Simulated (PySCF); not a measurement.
Gas-phase reaction: SnCl4 + F = SnCl3 + ClF

Energies from PySCF, thermal terms from the rigid-rotor harmonic-oscillator model, ideal gas at 1 bar. † marks an energy on the PBE0/def2-TZVP geometry and frequencies. MP2 freezes the core. Open shells (unrestricted): F (multiplicity 2), SnCl3 (multiplicity 2); the rest are closed-shell singlets. Spin-orbit splitting is ignored; it lowers the true energy and changes the entropy of F. Sn: scalar-relativistic def2 core potential, no spin-orbit coupling. SnCl3: computed as isolated molecules; such fragments, hydroxides, amides, oligomers or adducts are transient or little studied in the gas. MP2 isn't extrapolated to the basis-set limit.

M06-2X/def2-TZVP† gives ΔH°(298 K) = 89 kJ.

Task: What do MP2/def2-TZVPP†, PBE/def2-TZVP†, ωB97M-V/def2-TZVP† give?

Result: MP2/def2-TZVPP†: 107 kJ; PBE/def2-TZVP†: 32 kJ; ωB97M-V/def2-TZVP†: 89 kJ. For scale, ΔH°(298 K) is 89 kJ at this level, 89 kJ at ωB97M-V/def2-TZVP†, and runs from -80 to 220 kJ over the 17 levels computed.
